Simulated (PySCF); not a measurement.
**Polarisability and C₆ of Ca²⁺ (calcium, charge +2)**

[Ar], closed-shell 1S. Computed with PySCF 2.14 in aug-cc-pwCVQZ-X2C, with scalar relativity by spin-free X2C-1e. Coupled (time-dependent) response in atomic units; α is the mean over directions.

```
method  mean α (bohr³)  C₆ (like pair)  S(−4)
  PBE0           3.289           10.87  1.985
```

S(−4) is the Cauchy moment in α(ω) = α(0) + S(−4) ω² + …

α(iu) at PBE0:

| u (hartree) | α(iu) (bohr³) |
| --- | --- |
| 0 | 3.289 |
| 0.0500 | 3.284 |
| 0.100 | 3.269 |
| 0.200 | 3.212 |
| 0.300 | 3.120 |
| 0.500 | 2.862 |
| 0.750 | 2.469 |
| 1.00 | 2.078 |
| 1.50 | 1.446 |
| 2.00 | 1.028 |
| 3.00 | 0.5810 |
| 5.00 | 0.2608 |

A single London oscillator, α(iu) = α/(1 + u²/ω²), gives C₆ = (3/4) ω α². Matching the computed C₆ needs ω = 4 × 10.87 / (3 × 3.289²) = 1.34 hartree.

For an ion, C₆ is the dispersion term alone; charge-induced terms of lower order in 1/R come first.
